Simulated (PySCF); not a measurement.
# A ladder of Hamiltonians for Cs(41+) (caesium, charge +41)

Occupied: 1s1/2, 2s1/2, 2p1/2, 2p3/2, 3s1/2, 3p1/2. Hartree-Fock calculated with PySCF 2.14 in an even-tempered Gaussian basis (20 s from 3.9 bohr⁻², ratio 2.3; 16 p from 4.7 bohr⁻², ratio 2.3), Gaussian nucleus throughout. NR is non-relativistic, sf-X2C the spin-free one-electron X2C Hamiltonian, X2C adds the bare one-electron spin-orbit term, X2C-SNSO screens it by Boettger's factors, DC is four-component Dirac-Coulomb, and the Gaunt and Breit terms are added at first order (total energies over the DC spinors, levels after relaxing the spinors in that mean field). QED terms are absent. Levels marked empty are virtual spinors of this ion; the basis has s and p functions only, so 3d, which can lie below the n = 4 levels, is absent.

```tsv
Hamiltonian	E (hartree)	E − E(DC) (hartree)	CPU seconds
X2C	-6275.7899	1.5998	0.58
X2C-SNSO	-6275.4209	1.9688	0.58
DC	-6277.3897	0.0000	30
DC+Gaunt	-6271.5130	5.8767	52
DC+Breit	-6272.0478	5.3419	150
```

```csv
level (eV),X2C,X2C-SNSO,DC,DC+Gaunt,DC+Breit
1s1/2,-38731.0,-38731.5,-38763.8,-38670.8,-38677.1
2s1/2,-8216.9,-8217.1,-8221.1,-8211.8,-8212.4
2p1/2,-7905.3,-7894.9,-7896.7,-7880.5,-7882.3
2p3/2,-7514.7,-7518.9,-7521.9,-7510.8,-7512.4
3s1/2,-3228.5,-3228.6,-3229.6,-3227.3,-3227.5
3p1/2,-3123.6,-3121.0,-3121.4,-3117.4,-3118.0
3p3/2 (empty),-2944.3,-2945.4,-2946.0,-2943.4,-2943.9
4s1/2 (empty),-1661.6,-1661.6,-1662.0,-1661.1,-1661.2
```

```json
{"interval (eV)": "2p3/2 − 2p1/2", "X2C": "390.6", "X2C-SNSO": "376.0", "DC": "374.8", "DC+Gaunt": "369.8", "DC+Breit": "369.8"}
```

Weight of the small component: 1s1/2 0.0412, 2s1/2 0.00917, 2p1/2 0.00912, 2p3/2 0.00863, 3s1/2 0.00342, 3p1/2 0.00336, 3p3/2 0.00321, 4s1/2 0.00168.

Koopmans' value for the highest occupied level at DC+Breit: 3118.0 eV, against an ionisation energy of 3118 ± 4 eV (theoretical estimate listed by NIST; NIST Atomic Spectra Database, ionization energies); the former lacks relaxation, correlation, QED and recoil.

The whole ladder took 240 s of wall time on 1 thread of Neoverse-N1 (shared host), launched as `OMP_NUM_THREADS=1 python relrun2.py TASK.json OUT` (a driver that calls PySCF for each Hamiltonian).
